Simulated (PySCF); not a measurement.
# Ag2+ by CASSCF and spin-orbit coupling

The free ion Ag2+ in its d9 configuration.

Method (PySCF 2.14, density fitting): CASSCF(9,5) with orbitals averaged over all microstates of the shell, strongly contracted NEVPT2 on the averaged canonical orbitals; basis x2c-TZVPall; spin-free X2C; gas phase; spin-orbit coupling by state interaction with the mean-field operator over all roots.

## Spin-free states

```csv
2S+1,deg.,free-ion term,CASSCF / cm⁻¹,NEVPT2 / cm⁻¹
2,5,2D 1.00,0,0
```

Energies are counted from the ground state at NEVPT2 level. Weights follow the labels.

## Spin-orbit levels

```
E / cm⁻¹  deg.    J  make-up
     0.0     6  5/2  1.00 2D
  4425.4     4  3/2  1.00 2D
```

## Ligand-field fit



Spin-orbit constant ζ = 1770 cm⁻¹.

The job took 2.2 s on one thread of Arm Neoverse V1 (shared host), with 63 basis functions, launched as `OMP_NUM_THREADS=1 python lf_run.py task.json out`.
